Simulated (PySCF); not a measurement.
Geometry (Å), atoms numbered from 1 in this order:
```xyz
12

C     2.720    0.567    0.055
C     1.393   -0.003    0.179
C     0.276   -0.481    0.279
Si   -1.443   -1.084    0.394
B    -2.647    0.500   -0.026
F    -2.517    1.173   -1.153
F    -3.573    0.930    0.810
H     3.108    0.879    1.037
H     2.707    1.452   -0.601
H     3.425   -0.162   -0.373
H    -1.672   -2.177   -0.602
H    -1.727   -1.615    1.760
```

- KT3/pcSseg-2 with gauge-including orbitals
- PBE0-D3(BJ)/def2-SVP structure
- program: PySCF
- no solvent, non-relativistic Hamiltonian, a single conformation, rapidly exchanging positions averaged

Shifts are taken against calculated references (same method and geometry level): TMS for 13C (181.31 ppm), 1H (31.35 ppm), 29Si (358.24 ppm); 11B (98.64 ppm) vs BF3·OEt2; 19F (146.91 ppm) vs CFCl3.

| atoms | nucleus | count | δ (ppm) |
| --- | --- | --- | --- |
| C1 | 13C | 1 | 7.3 |
| H8/H9/H10 | 1H | 3 | ? |
| Si4 | 29Si | 1 | -105.6 |
| H11/H12 | 1H | 2 | 4.15 |
| C3 | 13C | 1 | 65.8 |
| B5 | 11B | 1 | ? |
| F6/F7 | 19F | 2 | -54.9 |
| C2 | 13C | 1 | 109.0 |

Q: Estimate the values marked ?.

A: 
- H8/H9/H10: 2.09 ppm, hydrogen on a propargylic methyl carbon
- B5: 25.9 ppm, boron bonded to 2 F, Si

Shifts are as computed, not scaled to solution data. Of 1313 compounds with measured shifts, 239 miss one by over three times the rms of a fit or turn the order of signals round; such compounds aren't used in these exercises. Unscaled 19F shifts against computed CFCl3 carry errors that often reach 10 to 50 ppm.
